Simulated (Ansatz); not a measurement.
Geometry optimisation, RKS PBE-D4/def2-SVP (Ansatz).

Input:

```yaml
crystal:
  periodic: [false, false, false]
  atoms:
    - { symbol: B, position_ang: [0.0, 0.0, 0.0] }
    - { symbol: Cl, position_ang: [0.0, 0.0, 2.21] }
    - { symbol: F, position_ang: [1.1431, 0.0, -0.66] }
    - { symbol: O, position_ang: [-1.2211, 0.0, -0.705] }
    - { symbol: H, position_ang: [-1.7308, -0.8467, -0.4965] }
    - { symbol: "N", position_ang: [0.0829, 1.7537, 0.5833] }
    - { symbol: H, position_ang: [0.4765, 1.9752, 1.5423] }
    - { symbol: H, position_ang: [-0.2631, 2.537, -0.0414] }
    - { symbol: H, position_ang: [0.0597, 1.2619, 1.6502] }
basis:
  gaussian: { orbitals: def2-SVP }
hamiltonian:
  xc: pbe
  dispersion: d4
relax:
  f_tol: 0.15
  max_steps: 25
  restrain:
    - { distance: [0, 5], at: 1.55, k: 30.0 }
    - { distance: [8, 1], at: 1.37, k: 30.0 }
    - { distance: [0, 1], at: 3.06, k: 30.0 }
    - { distance: [8, 5], at: 2.26, k: 30.0 }
output:
  orbitals: {}
```

Command:

```bash
$ ansatz run input.yaml --threads 2 --pin off --max-ram 3072MiB --backend cpu --events-out ev --progress --plain --runs-dir out
```

Q: Where does it end, and by what steps?

A: The forces met the threshold. The restraints hold the end off the free minimum. After 13 steps the energy has fallen by 5.619 eV (the restraints' own energy left out); H7 moved furthest, 1.38 Å. Parted: B1–Cl2, N6–H9, H7–H9.

| step | energy less start (eV) | largest force component (eV/Å) | accepted |
| --- | --- | --- | --- |
| 0 | 0.0000 | 5.931 | yes |
| 1 | -1.7256 | 6.012 | yes |
| 2 | -2.7942 | 5.287 | yes |
| 3 | -3.8542 | 3.520 | yes |
| 4 | -4.6184 | 1.137 | yes |
| 5 | -4.9829 | 1.362 | yes |
| 6 | -5.2439 | 1.394 | yes |
| 7 | -5.4316 | 1.719 | yes |
| 8 | -5.5499 | 1.778 | yes |
| 9 | -5.5996 | 1.953 | yes |
| 10 | -5.6102 | 2.453 | yes |
| 11 | -5.5721 | 1.711 | no |
| 12 | -5.6075 | 2.235 | no |
| 13 | -5.6188 | 1.870 | yes |

```xyz
9
Properties=species:S:1:pos:R:3
B -0.072 0.524 -0.171
Cl -0.218 -0.447 2.736
F 1.006 -0.278 -0.251
O -1.313 0.103 -0.545
H -1.304 -0.850 -0.746
N 0.123 1.919 0.310
H 1.071 2.296 0.341
H -0.608 2.617 0.169
H -0.136 0.797 2.241
```

Time of the run: 14 s on 2 threads of Intel(R) Xeon(R) 6975P-C (Granite Rapids), on a shared host, peak memory 0.2 GiB.
